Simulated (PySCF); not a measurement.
Ionisation energy of Ca by level of theory

Ca [Ar] 4s2 (1S) → Ca⁺ [Ar] 4s1 (2S), as a difference of total energies. Calculation: PySCF 2.14, in aug-cc-pVTZ-X2C (7s6p4d2f, 59 functions); scalar relativity by spin-free X2C-1e. Correlated levels: valence: [Ar] frozen. The calculations carry no spin-orbit coupling.

```csv
method,ionisation energy (eV),error (eV)
UHF,5.140,-0.973
MP2 (valence),5.689,-0.424
SCS-MP2 (valence),5.798,-0.315
CCSD (valence),5.919,-0.194
```

Reference: 6.113 eV (measured; NIST Atomic Spectra Database, ionization energies).

Errors of the correlated levels include the incompleteness of this basis and the frozen core.

With two correlated electrons CCSD is exact in that space.
